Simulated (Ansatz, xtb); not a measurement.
**Two isomers of C5H9NO2**

Structure a: `C/N=C(/O)C1COC1`, a singlet. Structure b: `C/N=C(\O)C1COC1`, a singlet. Both are isolated molecules in the gas phase, relaxed with PBE0-D3(BJ)/def2-SVP; each stands in its lowest conformer found.

Estimate E(b) − E(a) at the level CCSD(T)/def2-SVP + ΔMP2/def2-TZVPP.

CCSD(T)/def2-SVP + ΔMP2/def2-TZVPP gives E(b) − E(a) = +0.79 kcal/mol, slightly favouring structure a, which is too small a margin to settle the true order.

How the difference moves with the method:

| level | geometry | E(b) − E(a) (kcal/mol) | departure from the last row (kcal/mol) | job, with rough time for the two |
| --- | --- | --- | --- | --- |
| GFN2-xTB | GFN2-xTB | +0.64 | −0.15 | optimisation, 0.4 s |
| HF/STO-3G | GFN2-xTB | +2.07 | +1.28 | single point, 1 s |
| r2SCAN-D4/def2-SVP | GFN2-xTB | +0.70 | −0.08 | single point, 6.7 s |
| PBE0-D3(BJ)/def2-SVP | PBE0-D3(BJ)/def2-SVP | +0.87 | +0.09 | optimisation, 5.3 min |
| HF/def2-SVP | PBE0-D3(BJ)/def2-SVP | +0.50 | −0.29 | part of the CCSD(T) run |
| MP2/def2-SVP | PBE0-D3(BJ)/def2-SVP | +0.86 | +0.08 | part of the CCSD(T) run |
| CCSD(T)/def2-SVP | PBE0-D3(BJ)/def2-SVP | +0.81 | +0.02 | single point |
| CCSD(T)/def2-SVP + ΔMP2/def2-TZVPP | PBE0-D3(BJ)/def2-SVP | +0.79 |  | single point, 4 min |

As drawn, both hold the same kinds of bond in the same numbers.

The largest departure from CCSD(T)/def2-SVP + ΔMP2/def2-TZVPP is that of HF/STO-3G, 1.28 kcal/mol. The last row adds to CCSD(T) the change of the MP2 difference between the two basis sets, here −0.02 kcal/mol.

With thermal terms from frequencies at re-optimised GFN2-xTB minima (ideal gas, soft modes damped towards free rotors, one conformer each, 298.15 K, 1 atm): the zero-point term adds −0.36 kcal/mol; ΔH is +0.59 and ΔG +0.15 kcal/mol.

The correlated steps freeze 8 core orbitals. Run with Ansatz 0.2.0, xtb 6.7.1; the last row on 2 threads of Intel(R) Xeon(R) Processor @ 2.70GHz on a shared host.
